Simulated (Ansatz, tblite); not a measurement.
Cost and result up the ladder for Zr3O6⁻ (9 atoms). Charge -1, multiplicity 2. Geometry: PBE-D4/def2-SVP.

```
atom   x (Å)   y (Å)   z (Å)
 Zr1  -0.432   0.706  -1.866
 Zr2  -1.053  -1.610   0.677
 Zr3   0.702   1.325   1.381
  O4   0.216  -0.567   1.822
  O5   1.987   2.082   2.384
  O6  -0.100   0.928  -3.618
  O7  -1.259  -3.349   1.080
  O8   0.804   1.638  -0.595
  O9  -0.867  -1.153  -1.264
```

Ansatz on 4 threads of Intel Xeon Platinum 8259CL on a shared host; xTB runs through tblite on one thread. Times are rough, summed over both states, and most runs start from the orbitals of an earlier one. r2SCAN0-D4/def2-TZVPD serves as the yardstick here, not as an exact answer. Differences are given only for rows in sets of like size (and for xTB, whose basis is part of the method), since another set adds its own error. The other state is a quartet at its own geometry.

In the def2 sets Zr takes a core potential, while STO-3G treats all electrons; there is no spin–orbit coupling. The xTB rows come from tblite. Correlated methods freeze 6 core orbitals; core or outer-core shells of Zr are correlated, in sets that lack core-valence functions. The rows differ in basis, and correlated rows in double-zeta sets carry the largest basis error. HOMO above LUMO, or a gap near zero within one spin, warns that the state may not be the lowest or that an electron is smeared out. The structure comes from a short search, and lower isomers may exist.

Second-order perturbation terms are unreliable where d shells bring near-degenerate states, and here MP2/def2-SVPD lies more than 0.4 eV from the median of the functionals without such a term.

Correlated methods converge slowly with the basis, most of all in double-zeta sets.

xTB has no spin-polarisation term.

```tsv
level	functions	wall time
GFN1-xTB	51	0.041 s
GFN2-xTB	51	0.059 s
HF/STO-3G	111	23 s
MP2/def2-SVPD	240	43 s
PBE-D4/def2-TZVPD	360	56 s
r2SCAN-D4/def2-TZVPD (with forces)	360	1.9 min
HF/def2-TZVPD	360	2.7 min
PBE0-D4/def2-TZVPD	360	3.1 min
r2SCAN0-D4/def2-TZVPD	360	3.8 min
```

Problem. Estimate what each level gives for the quartet − doublet (eV).

Solution. 
```
                             level  quartet − doublet (eV)  difference from r2SCAN0-D4/def2-TZVPD (eV)                                                                                                                                 remarks
                          GFN1-xTB                    3.51                                        1.09                                                                                                                                       –
                          GFN2-xTB                    2.59                                        0.16                                                                                                                                       –
                         HF/STO-3G                   -0.15                                           –  HOMO above zero (doublet), HOMO above zero (quartet), spin-contaminated (⟨S²⟩ 0.84) (doublet), spin-contaminated (⟨S²⟩ 3.91) (quartet)
                     MP2/def2-SVPD                    3.46                                           –                                                                                                                                       –
                 PBE-D4/def2-TZVPD                    2.46                                        0.04                                                                                                 gap within one spin near zero (quartet)
r2SCAN-D4/def2-TZVPD (with forces)                    2.46                                        0.03                                                                                                 gap within one spin near zero (quartet)
                     HF/def2-TZVPD                    1.05                                       -1.37                                                                                                                                       –
                PBE0-D4/def2-TZVPD                    2.64                                        0.22                                                                                                                                       –
             r2SCAN0-D4/def2-TZVPD                    2.43                                        0.00                                                                                                                                       –
```
